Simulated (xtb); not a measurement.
The molecule Hf2, multiplicity 3 (lowest of 2S+1 = 1, 3, 5, 7, 9 at PBE0/def2-TZVPP; our sources give no spin for the ground state, which may be another). No spin–orbit coupling.

Seven points along R, fitted to fifth degree in 1/R; most abundant isotopes. Runs in def2 and cc sets follow the lowest solution found near the PBE0 minimum.

Codes used: xtb for the GFN methods.  The GFN methods have no spin term and hold the electronic entropy of 300 K.

Energies at GFN1-xTB:

| R (Å) | E (hartree) |
|---|---|
| 2.435456 | -1.89318007 |
| 2.500925 | -1.92857783 |
| 2.561157 | -1.94846529 |
| 2.629245 | -1.96041716 |
| 2.697333 | -1.96435077 |
| 2.775896 | -1.96194094 |
| 2.867553 | -1.95278088 |

Task: With a reduced mass of 89.9733 u, find the minimum, the force constant and the constants.

Result: A fifth-degree polynomial in 1/R puts the minimum at r_e = 2.7069 Å with force constant 504 N/m. Then ω_e = (1/2πc)√(k/μ) = 308 cm⁻¹ and B_e = h/(8π²cμr_e²) = 0.02557 cm⁻¹; the cubic and quartic terms give α_e = 4.5e-5 and ω_e x_e = 0.38 cm⁻¹.
